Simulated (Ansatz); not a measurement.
`[OH][Ti]([SH])([SH])[SH]`, relaxed with RKS PBE-D4/def2-SVP in Ansatz from a rough embedded geometry. The force threshold is 0.03 eV/Å; the program also tests the step.

The species carries charge 0 and has multiplicity 1.

Start:

```xyz
9

O     2.104   -0.429   -1.202
Ti    0.407   -0.129   -0.291
S    -1.177   -1.695   -1.135
S    -0.390    2.029   -0.737
S     0.676   -0.454    2.056
H     2.740    0.321   -0.798
H    -2.178   -1.269   -0.299
H    -1.535    1.833    0.059
H    -0.647   -0.208    2.346
```

```
         step  energy (eV)  largest force (eV/Å)  largest move (Å)
            1  -57701.4706                 3.760             0.000
            2  -57702.0038                 1.615             0.182
            3  -57702.0828                 0.535             0.065
            4  -57702.0993                 0.190             0.022
            5  -57702.1319                 0.076             0.174
            6  -57702.1457                 0.146             0.152
 7 (rejected)  -57702.1445                 0.519             0.054
            8  -57702.1476                 0.065             0.026
            9  -57702.1513                 0.022             0.100
10 (rejected)  -57702.1316                 1.304             0.147
           11  -57702.1552                 0.185             0.071
           13  -57702.1865                 0.224             0.113
           15  -57702.2375                 0.100             0.200
17 (rejected)  -57702.2248                 0.723             0.195
           19  -57702.2518                 0.258             0.098
           21  -57702.2635                 0.151             0.200
           23  -57702.2718                 0.098             0.100
           25  -57702.2808                 0.213             0.114
           27  -57702.2846                 0.083             0.022
           29  -57702.2889                 0.034             0.098
           31  -57702.2901                 0.037             0.019
           32  -57702.2903                 0.030             0.016
```

End:

```xyz
9

O     1.852   -0.182   -0.954
Ti    0.255    0.096   -0.264
S    -1.163   -1.575   -0.968
S    -0.413    2.216   -0.808
S     0.250    0.106    2.033
H     2.763   -0.301   -0.629
H    -2.146   -1.051   -0.175
H    -1.643    1.952   -0.274
H     0.247   -1.262    2.039
```

Run time 20 s (4 threads of an AMD EPYC 9R45 on a shared host); peak host memory 0.22 GiB.
